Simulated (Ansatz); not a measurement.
Z-matrix (Å, degrees):
```
C
C 1 1.583
B 1 1.973 2 49.8
B 1 1.540 2 78.3 3 131.5
H 1 1.083 2 109.7 3 -107.2
H 1 1.109 2 114.2 3 18.9
C 2 1.508 1 113.6 3 122.3
H 2 1.118 1 110.2 3 -110.5
H 3 1.195 1 109.6 2 -111.4
H 3 1.196 1 108.4 2 114.1
H 4 1.196 1 118.9 2 -94.5
H 4 1.194 1 119.8 2 89.7
H 7 1.092 2 110.1 1 -64.0
H 7 1.092 2 110.3 1 177.3
H 7 1.093 2 112.1 1 57.0
```

The species carries charge 0 and has multiplicity 1.

Task: List the PBE0/def2-TZVPP orbital energies in eV (the Gaussian-basis code of Ansatz). (Best estimate.)

Result: Computed: Occupied: -279.17, -278.85, -278.29, -184.38, -184.33, -23.57, -20.11, -17.06, -15.60, -13.97, -12.58, -12.03, -11.76, -10.90, -10.66, -9.93, -9.31, -9.10, -8.15. Lowest empty: -0.32, 0.87, 1.31, 1.57, 1.78, 2.45, 2.70, 2.73.
